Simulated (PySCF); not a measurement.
C₃H₉Ge, SMILES [CH3][Ge]([CH3])[CH3], multiplicity 2. The structure is a stationary point at PBE-D3(BJ)/def2-SVP.

Computed equilibrium geometry at PBE-D3(BJ)/def2-SVP (PySCF confirms it by a frequency run) as Cartesian coordinates in Å, and its point group:
point group C3v.
```xyz
13

Ge     0.0000     0.0000     0.3308
C      1.6168    -0.9335    -0.3453
C      0.0000     1.8670    -0.3453
C     -1.6168    -0.9335    -0.3453
H      1.6048    -0.9265    -1.4565
H      2.5389    -0.4267    -0.0001
H      1.6390    -1.9854    -0.0001
H      0.8999     2.4122    -0.0001
H     -0.8999     2.4122    -0.0001
H      0.0000     1.8531    -1.4565
H     -2.5389    -0.4267    -0.0001
H     -1.6390    -1.9854    -0.0001
H     -1.6048    -0.9265    -1.4565
```
Charge 0, spin multiplicity 2.
